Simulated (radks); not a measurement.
Problem. These are the eigenvalues of the occupied orbitals of an atom or ion with whole-number occupations (hartree). Calculated with a radial shooting solver on a logarithmic mesh with Libxc functionals: scalar-relativistic Kohn-Sham, PBE, spin-polarised, spherical densities, finite nucleus; Fermi nuclear charge, rms radius of each element as measured or else 0.836 A^(1/3) + 0.57 fm.

| orbital | eigenvalue |
|---|---|
| 1s | -931.1316 |
| 2s | -137.3495 |
| 2p | -123.2320 |
| 3s | -25.42363 |
| 3p | -20.78600 |
| 3d | -13.47193 |
| 4s | -3.79516 |
| 4p | -2.45574 |
| 4d | -0.57471 |

Which element is it, and in what charge state? The configuration may be excited. Open shells, if any, are filled with parallel spins first.

Solution. Z = 47, silver, charge +1: Ag+ in [Kr] 4d10. The list shows which subshells hold electrons but not how many an open one holds; the 1s level, -931.13 hartree, gives Z - s = 43.2 by -(Z - s)^2/2, which with screening and relativity narrows Z to a few neighbours, and the depths of the outer levels then fix element, charge and occupations together.
